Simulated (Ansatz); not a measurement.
C3H7O2, doublet, geometry from GFN2-xTB; CCSD(T)/def2-SVP in Ansatz (a quantum-chemistry and plane-wave program).

Here is a job for Ansatz.
Ansatz 0.2 input:
```yaml
crystal:
  periodic: [false, false, false]
  atoms:
    - {symbol: C, position_ang: [1.38289072, -0.82437573, 0.53679913]}
    - {symbol: C, position_ang: [0.50950365, 0.09301209, -0.23765718]}
    - {symbol: O, position_ang: [0.84386230, 1.43063186, -0.17475057]}
    - {symbol: C, position_ang: [-0.85836591, -0.30056562, -0.65335888]}
    - {symbol: O, position_ang: [-1.77431808, -0.43610899, 0.44043898]}
    - {symbol: H, position_ang: [0.85160641, -1.25365403, 1.39124192]}
    - {symbol: H, position_ang: [1.71658133, -1.65698409, -0.08560365]}
    - {symbol: H, position_ang: [2.25033180, -0.27778887, 0.89490509]}
    - {symbol: H, position_ang: [0.23410632, 1.94603789, -0.71552314]}
    - {symbol: H, position_ang: [-0.85088573, -1.28963408, -1.11844561]}
    - {symbol: H, position_ang: [-1.26579534, 0.42763259, -1.37435551]}
    - {symbol: H, position_ang: [-1.69646917, 0.33978311, 1.00757527]}
basis:
  gaussian:
    orbitals: def2-SVP
magnetization: {spin_polarized: true, initial_magnetization: 1}
correlation: {method: ccsd_t}
scf: {lower_state_search: off}
```

The log (banner, timings and long lists left out):

```
Functional definition: HF
these checks for a lower state are left out or cut short: stability, starts, cluster_reference, orbital_swaps, neighbouring_geometries, increment
1060 factors; integrals over basis functions are off by at most 1.6e-3 eV
mean field evaluation 1: about -7265.2972 eV, gradient 2.8e1 eV
mean field evaluation 2: about -7265.3038 eV, gradient 2.8e1 eV
mean field evaluation 4: about -7269.2141 eV, gradient 3.5e0 eV
mean field evaluation 8: about -7269.3333 eV, gradient 2.2e-1 eV
mean field -7269.33432386 eV, -267.1431090699 hartree, gradient 2.4e-6 eV, S^2 0.763562; 0 other end points of the search recorded, 0 dependent functions left out
5 core orbitals not correlated
reference -7269.33432386 eV, -267.1431090699 hartree; 16, 15 occupied and 84, 85 virtual orbitals, 1060 factors
second order -20.99428255 eV of doubles, -0.00000000 eV of singles
cycle   1  -21.72305923 eV  change   -7.3e-1 eV  update   9.6e-2
cycle   2  -22.24101084 eV  change   -5.2e-1 eV  update   2.9e-2
cycle   3  -22.37002627 eV  change   -1.3e-1 eV  update   1.7e-2
cycle   4  -22.37012165 eV  change   -9.5e-5 eV  update   6.0e-3
cycle   5  -22.36878334 eV  change    1.3e-3 eV  update   2.9e-3
cycle   6  -22.36910061 eV  change   -3.2e-4 eV  update   1.1e-3
cycle   7  -22.36881790 eV  change    2.8e-4 eV  update   3.9e-4
cycle   8  -22.36884396 eV  change   -2.6e-5 eV  update   1.6e-4
cycle   9  -22.36887212 eV  change   -2.8e-5 eV  update   6.9e-5
cycle  10  -22.36884214 eV  change    3.0e-5 eV  update   3.0e-5
perturbative correction -0.58271460 eV, -0.0214143667 hartree
Total energy: -7292.28588060 eV, -267.9865632232 hartree
Checks for a lower state left out: stability, starts, cluster_reference, orbital_swaps, neighbouring_geometries, increment
```
